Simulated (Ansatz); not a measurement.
Coupled-cluster run, `NC[SiH](N)O`.

```yaml
crystal:
  periodic: [false, false, false]
  atoms:
    - {symbol: N, position_ang: [-1.423506, -0.312510, -1.033799]}
    - {symbol: C, position_ang: [-1.156254, -0.251465, 0.403870]}
    - {symbol: Si, position_ang: [0.617403, 0.302451, 0.620729]}
    - {symbol: N, position_ang: [1.750287, -0.731645, -0.135932]}
    - {symbol: O, position_ang: [0.614796, 1.798156, -0.085810]}
    - {symbol: H, position_ang: [-2.365618, -0.631483, -1.221107]}
    - {symbol: H, position_ang: [-1.333480, 0.611213, -1.438610]}
    - {symbol: H, position_ang: [-1.845919, 0.390237, 0.974230]}
    - {symbol: H, position_ang: [-1.241351, -1.258738, 0.825577]}
    - {symbol: H, position_ang: [1.023865, 0.376851, 2.052132]}
    - {symbol: H, position_ang: [1.511618, -1.183284, -1.004760]}
    - {symbol: H, position_ang: [2.395503, -1.276026, 0.410152]}
    - {symbol: H, position_ang: [1.473156, 2.131442, -0.351871]}
basis:
  gaussian: {orbitals: def2-TZVPP}
correlation: {method: ccsd_t}
```

```sh
$ ansatz run in.yaml --threads 4 --pin off --events-out ev --progress --plain --max-ram 10444MiB
```

Output of Ansatz, abridged:

```
Functional definition: HF
1629 factors; integrals over basis functions are off by at most 1.1e-3 eV
mean field evaluation 1: about -14019.0320 eV, gradient 5.4e1 eV
mean field evaluation 2: about -14019.2795 eV, gradient 5.5e1 eV
mean field evaluation 4: about -14025.1369 eV, gradient 4.1e0 eV
mean field evaluation 8: about -14025.2058 eV, gradient 3.1e-1 eV
mean field -14025.20613119 eV, -515.4168186950 hartree, gradient 2.7e-6 eV, S^2 0.000000; 0 other end points of the search recorded, 0 dependent functions left out
9 core orbitals not correlated: weight in the atoms' cores, before any rotation towards them, 1.000 or more for the frozen orbitals, at most 0.000 for the correlated occupied ones
reference -14025.20613119 eV, -515.4168186950 hartree; 16, 16 occupied and 253, 253 virtual orbitals, 1629 factors
second order -26.40472163 eV of doubles, -0.00000000 eV of singles
cycle   1  -26.78241720 eV  change   -3.8e-1 eV  update   9.6e-2
cycle   2  -27.35656665 eV  change   -5.7e-1 eV  update   2.7e-2
cycle   3  -27.46909376 eV  change   -1.1e-1 eV  update   1.3e-2
cycle   4  -27.45916962 eV  change    9.9e-3 eV  update   2.9e-3
cycle   5  -27.45918792 eV  change   -1.8e-5 eV  update   1.3e-3
cycle   6  -27.45962666 eV  change   -4.4e-4 eV  update   3.8e-4
cycle   7  -27.45939550 eV  change    2.3e-4 eV  update   1.5e-4
cycle   8  -27.45934742 eV  change    4.8e-5 eV  update   4.6e-5
cycle   9  -27.45935460 eV  change   -7.2e-6 eV  update   1.7e-5
perturbative correction -1.01634973 eV, -0.0373501638 hartree
Total energy: -14053.68183552 eV, -516.4632815278 hartree
```

It took 3.2 min on 4 threads of an Arm Neoverse V2 on a shared host, with 8 GiB of host memory at the peak.

Correlation energy per correlated electron: -0.890 eV. T1 diagnostic: 0.0102.
